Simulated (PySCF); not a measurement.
Zn(I)(Et) (C₂H₅IZn), SMILES C[CH2][Zn][I].

Coordinates come from a PBE0-D3(BJ)/def2-SVP optimisation. The structure was generated by enumeration; whether it is a known compound was not checked. The def2 effective core potentials stand for the cores of I; spin–orbit coupling is left out. One conformer was computed; it need not be the lowest.

Two levels are set side by side: TDA-PBE/def2-SVPD (PySCF) and TDA-LC-ωPBE/def2-SVPD (PySCF). Vertical, same geometry. The lowest singlet is HOMO→LUMO 99 % with PBE and HOMO→LUMO 86 % with the other functional; states are paired by order. Differences are taken from unrounded values.

```csv
quantity,TDA-PBE
lowest singlet excitation (eV),4.94
lowest triplet excitation (TDA) (eV),4.66
first bright state (f over 0.05) (eV),6.15
its oscillator strength,0.58
```

Task: These are the TDA-PBE values. What does TDA-LC-ωPBE give? (The exact figures need the calculation; the answer reports its results.)

Result: 
```tsv
quantity	TDA-LC-ωPBE	TDA-PBE minus TDA-LC-ωPBE
lowest singlet excitation (eV)	6.16	-1.21
lowest triplet excitation (TDA) (eV)	5.58	-0.92
first bright state (f over 0.05) (eV)	6.74	-0.59
its oscillator strength	0.17	0.42
```

Functionals without exact exchange tend to place singlet excitations lower, as here. Differences between two approximate levels are no errors against the true value.

Rough cost on one machine, each run with all the roots and properties that it gave: TDA-LC-ωPBE against TDA-PBE about 3 times.
